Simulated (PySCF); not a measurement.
[Dy(H2S)]3+ at several levels of theory

Computed with PySCF 2.14.0 (density fitting, no spin-orbit coupling) at the geometry relaxed with B3LYP:

```xyz
4
[Dy(H2S)]3+ (singlet in the valence; each metal's 4f electrons, 9 of them, lie in its core potential, out of spins and levels)
Dy    0.0000    0.0168   -0.3994
S     0.0000   -0.0185    2.3613
H     1.0503    0.7356    2.8511
H    -1.0503    0.7356    2.8511
```

```json
{"level": "B3LYP", "basis": "Dy lcecp-1-SVP with ECP55, S def2-SVP, H def2-SVP", "state": "singlet", "HOMO (eV)": "-24.15", "gap (eV)": "3.68", "charge on Dy1 (e)": "2.32", "population of f-type functions on Dy1 (polarisation alone where 4f lies in the core)": "0.01", "dipole about the centre of mass (D)": "2.75", "largest force component (eV/Å)": "0.00"}
{"level": "revPBE", "basis": "the same", "state": "singlet", "HOMO (eV)": "-23.36", "gap (eV)": "2.29", "charge on Dy1 (e)": "2.30", "population of f-type functions on Dy1 (polarisation alone where 4f lies in the core)": "0.01", "dipole about the centre of mass (D)": "3.11", "largest force component (eV/Å)": "0.26"}
{"level": "TPSS", "basis": "the same", "state": "singlet", "HOMO (eV)": "-23.39", "gap (eV)": "2.49", "charge on Dy1 (e)": "2.33", "population of f-type functions on Dy1 (polarisation alone where 4f lies in the core)": "0.01", "dipole about the centre of mass (D)": "2.88", "largest force component (eV/Å)": "0.04"}
{"level": "M06-L", "basis": "the same", "state": "singlet", "HOMO (eV)": "-23.43", "gap (eV)": "2.88", "charge on Dy1 (e)": "2.40", "population of f-type functions on Dy1 (polarisation alone where 4f lies in the core)": "0.01", "dipole about the centre of mass (D)": "2.51", "largest force component (eV/Å)": "0.09"}
{"level": "B3LYP", "basis": "Dy lcecp-1-TZVP with ECP55, S def2-TZVP, H def2-TZVP", "state": "singlet", "HOMO (eV)": "-24.09", "gap (eV)": "3.70", "charge on Dy1 (e)": "2.39", "population of f-type functions on Dy1 (polarisation alone where 4f lies in the core)": "0.01", "dipole about the centre of mass (D)": "2.74", "largest force component (eV/Å)": "0.20"}
```

In the lcecp rows the 4f levels are missing from HOMO and gap, and the state counts the valence alone.

Charges are Mulliken's, which hang on the basis. The relaxation used the grid (50, 194), these runs (75, 302) or, all-electron (x2c bases, spin-free X2C Hamiltonian), (99, 590).

**Question.** What does CAM-B3LYP with Dy lcecp-1-SVP with ECP55, S def2-SVP, H def2-SVP give here?

**Answer.** state singlet, HOMO (eV) -25.52, gap (eV) 6.46, charge on Dy1 (e) 2.35, population of f-type functions on Dy1 (polarisation alone where 4f lies in the core) 0.01, dipole about the centre of mass (D) 2.40, largest force component (eV/Å) 0.16. Time: 2.1 s on 2 threads of Arm Neoverse V1 (shared host), from an already converged density.

In the first row's basis the gap widens with exact exchange: 2.3 to 2.9 eV for revPBE, TPSS, M06-L (none); 3.7 eV for B3LYP (a fixed share); 6.5 eV for CAM-B3LYP (rising or full at long range).

An lcecp potential fixes the number of 4f electrons, so in runs with it no electron can move into or out of that shell.
